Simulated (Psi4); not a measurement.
isocyanic acid (CHNO), singlet, at a GFN2-xTB geometry; Psi4 with B3LYP5/def2-TZVP.

Input for Psi4:
```
memory 2 GB

molecule {
0 1
N    -1.09019945    0.19550444    0.26322046
C     0.04813358   -0.04939770    0.01378604
O     1.14545157   -0.10550804   -0.33882666
H    -1.82101787   -0.22808056    0.78535375
}

set {
  basis def2-tzvp
}

energy('b3lyp5')
print_variables()
```

### Question
Predict the main parts of the log of this Psi4 run.

### Answer

```
   => Loading Basis Set <=

    Name: DEF2-TZVP
    Role: ORBITAL
    Keyword: BASIS

         ---------------------------------------------------------
                                   SCF
               by Justin Turney, Rob Parrish, Andy Simmonett
                          and Daniel G. A. Smith
                              RKS Reference
         ---------------------------------------------------------

  ==> Geometry <==

    Molecular point group: c1
    Full point group: C1

    Geometry (in Angstrom), charge = 0, multiplicity = 1:

       Center              X                  Y                   Z               Mass
    ------------   -----------------  -----------------  -----------------  -----------------
         N           -1.131998265060     0.190216007275     0.281280257089    14.003074004430
         C            0.006334764940    -0.054686132725     0.031845837089    12.000000000000
         O            1.103652754940    -0.110796472725    -0.320766862911    15.994914619570
         H           -1.862816685060    -0.233368992725     0.803413547089     1.007825032230

  Running in c1 symmetry.

  Rotational constants: A =     41.87727  B =      0.37686  C =      0.37350 [cm^-1]
  Rotational constants: A = 1255448.98244  B =  11298.00290  C =  11197.23703 [MHz]
  Nuclear repulsion =   59.996311039777474

  Charge       = 0
  Multiplicity = 1
  Electrons    = 22
  Nalpha       = 11
  Nbeta        = 11

  ==> Algorithm <==

  SCF Algorithm Type is DF.
  DIIS enabled.
  MOM disabled.
  Fractional occupation disabled.
  Guess Type is SAD.
  Energy threshold   = 1.00e-06
  Density threshold  = 1.00e-06
  Integral threshold = 1.00e-12

  ==> Primary Basis <==

  Basis Set: DEF2-TZVP
    Blend: DEF2-TZVP
    Number of shells: 37
    Number of basis functions: 99
    Number of Cartesian functions: 114
    Spherical Harmonics?: true
    Max angular momentum: 3

  ==> DFT Potential <==

   => LibXC <=

    Version 7.1.2
    S. Lehtola, C. Steigemann, M. J. T. Oliveira, and M. A. L. Marques,  SoftwareX 7, 1–5 (2018) (10.1016/j.softx.2017.11.002)

   => Composite Functional: B3LYP5 <=

    B3LYP5 Hyb-GGA Exchange-Correlation Functional

    P. J. Stephens, F. J. Devlin, C. F. Chabalowski, and M. J. Frisch,  J. Phys. Chem. 98, 11623 (1994) (10.1021/j100096a001)

    Deriv               =              1
    GGA                 =           TRUE
    Meta                =          FALSE

    Exchange Hybrid     =           TRUE
    MP2 Hybrid          =          FALSE

   => Exchange Functionals <=

    0.0800   Slater exchange
    0.7200         Becke 88

   => Exact (HF) Exchange <=

    0.2000               HF

   => Correlation Functionals <=

    0.1900   Vosko, Wilk & Nusair (VWN5)
    0.8100   Lee, Yang & Parr

   => LibXC Density Thresholds  <==

    XC_HYB_GGA_XC_B3LYP5:  1.00E-15

   => Molecular Quadrature <=

    Radial Scheme          =       TREUTLER
    Pruning Scheme         =           NONE
    Nuclear Scheme         =       TREUTLER

    Blocking Scheme        =         OCTREE
    BS radius alpha        =              1
    Pruning alpha          =              1
    Radial Points          =             75
    Spherical Points       =            302
    Total Points           =          87254
    Total Blocks           =            717
    Max Points             =            256
    Max Functions          =             98
    Weights Tolerance      =       1.00E-15

   => Loading Basis Set <=

    Name: (DEF2-TZVP AUX)
    Role: JKFIT
    Keyword: DF_BASIS_SCF

  ==> Integral Setup <==

  SCF_SUBTYPE=INCORE selected. In-core MEM_DF algorithm will be used.
  Using in-core AOs.

  ==> MemDFJK: Density-Fitted J/K Matrices <==

    J tasked:                   Yes
    K tasked:                   Yes
    wK tasked:                   No
    Algorithm:                 Core
    Schwarz Cutoff:           1E-12
    Mask sparsity (%):       0.3265
    Fitting Condition:        1E-10

   => Auxiliary Basis Set <=

  Basis Set: (DEF2-TZVP AUX)
    Blend: DEF2-UNIVERSAL-JKFIT
    Number of shells: 81
    Number of basis functions: 247
    Number of Cartesian functions: 295
    Spherical Harmonics?: true
    Max angular momentum: 4

  Minimum eigenvalue in the overlap matrix is 2.4764261668E-04.
  Reciprocal condition number of the overlap matrix is 4.1763512027E-05.
    Using symmetric orthogonalization.

  ==> Pre-Iterations <==

  SCF Guess: Superposition of Atomic Densities via on-the-fly atomic UHF (no occupation information).

   -------------------------
    Irrep   Nso     Nmo
   -------------------------
     A         99      99
   -------------------------
    Total      99      99
   -------------------------

  ==> Iterations <==

                           Total Energy        Delta E     RMS |[F,P]|

   @DF-RKS iter SAD:  -168.22582702782469   -1.68226e+02   0.00000e+00
   @DF-RKS iter   1:  -168.43958669975206   -2.13760e-01   8.11009e-03 DIIS/ADIIS
   @DF-RKS iter   2:  -168.26120353203487    1.78383e-01   1.01841e-02 DIIS/ADIIS
   @DF-RKS iter   3:  -168.65940119028917   -3.98198e-01   1.82461e-03 DIIS/ADIIS
   @DF-RKS iter   4:  -168.67215500691717   -1.27538e-02   7.85654e-04 DIIS/ADIIS
   @DF-RKS iter   5:  -168.67383995401053   -1.68495e-03   3.89296e-04 DIIS/ADIIS
   @DF-RKS iter   6:  -168.67440913359377   -5.69180e-04   2.06996e-05 DIIS
   @DF-RKS iter   7:  -168.67441090404796   -1.77045e-06   3.13300e-06 DIIS
   @DF-RKS iter   8:  -168.67441094125826   -3.72103e-08   6.86067e-07 DIIS
  Energy and wave function converged.

  ==> Post-Iterations <==

   Electrons on quadrature grid:
      Ntotal   =   21.9999995147 ; deviation = -4.853e-07

    Orbital Energies [Eh]
    ---------------------

    Doubly Occupied:

[...]
    Virtual:

[...]
      99A     44.042230

    Final Occupation by Irrep:
              A
    DOCC [    11 ]
    NA   [    11 ]
    NB   [    11 ]

  @DF-RKS Final Energy:  -168.67441094125826

   => Energetics <=

    Nuclear Repulsion Energy =             59.9963110397774742
    One-Electron Energy =                -347.7926944495818020
    Two-Electron Energy =                 136.2724941366103053
    DFT Exchange-Correlation Energy =     -17.1505216680642434
    Empirical Dispersion Energy =           0.0000000000000000
    VV10 Nonlocal Energy =                  0.0000000000000000
    Total Energy =                       -168.6744109412582588

Computation Completed

Properties will be evaluated at   0.000000,   0.000000,   0.000000 [a0]

Properties computed using the SCF density matrix

 Multipole Moments:

 ------------------------------------------------------------------------------------
     Multipole            Electronic (a.u.)      Nuclear  (a.u.)        Total (a.u.)
 ------------------------------------------------------------------------------------

 L = 1.  Multiply by 2.5417464519 to convert [e a0] to [Debye]
 Dipole X            :          0.9894070           -1.7377428           -0.7483358
 Dipole Y            :         -0.1287523           -0.2198612           -0.3486135
 Dipole Z            :         -0.2692231            0.7508174            0.4815943
 Magnitude           :                                                    0.9557567

 ------------------------------------------------------------------------------------

  Variable Map:
  ----------------------------------------------------------------------------
[...]
  Array Variable Map:
  ----------------------------------------------------------------------------
[...]
[...]
```
